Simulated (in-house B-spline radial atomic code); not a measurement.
**Ionising Ce6+ with different functionals**

Computed with an all-electron radial atomic-structure program (B-spline basis): four-component Dirac-Coulomb Hamiltonian, Fermi nucleus of rms radius 4.8771 fm, spin-restricted, spherical fractional occupations for the functionals. The ionisation energy is the difference of two self-consistent energies, [Kr] 4d10 5s2 5p4 → [Kr] 4d10 5s2 5p3, without Breit or QED terms; ε is the level of the shell that loses the electron (mean over j). The electron is taken from both j subshells in proportion to 2j + 1, so the result is a j average, not the step between ground levels.

Hybrids are left out here: with spherical fractional occupations of an open shell their exact exchange keeps a self-interaction that integer-occupation calculations don't have.

| method | rung | ΔSCF (eV) | -ε(5p) (eV) |
| --- | --- | --- | --- |
| LDA VWN5 | LDA | 94.45 | 87.38 |
| relativistic LDA | LDA | ? | ? |
| LDA PW92 | LDA | 94.44 | 87.37 |
| LDA exchange-only | LDA | 92.78 | 85.72 |
| PBE | GGA | 94.12 | 87.08 |
| PBEsol | GGA | 94.19 | 87.15 |
| BLYP | GGA | 93.97 | 86.91 |
| RPBE | GGA | 94.05 | 87.03 |
| PW91 | GGA | ? | ? |
| BP86 | GGA | 94.28 | 87.24 |
| AM05 | GGA | 94.20 | 87.16 |
| OLYP | GGA | 94.24 | 87.23 |

What does relativistic LDA give?

ΔSCF 94.39 eV, and -ε(5p) = 87.32 eV.

What does PW91 give?

ΔSCF 94.23 eV, and -ε(5p) = 87.19 eV.

How do they compare with the NIST value?

NIST lists 91 eV ± 2 (tabulated theory, ground level to ground level). Errors run from +1.78 to +3.45 eV; all lie within about twice that uncertainty, so the table can't rank the methods.
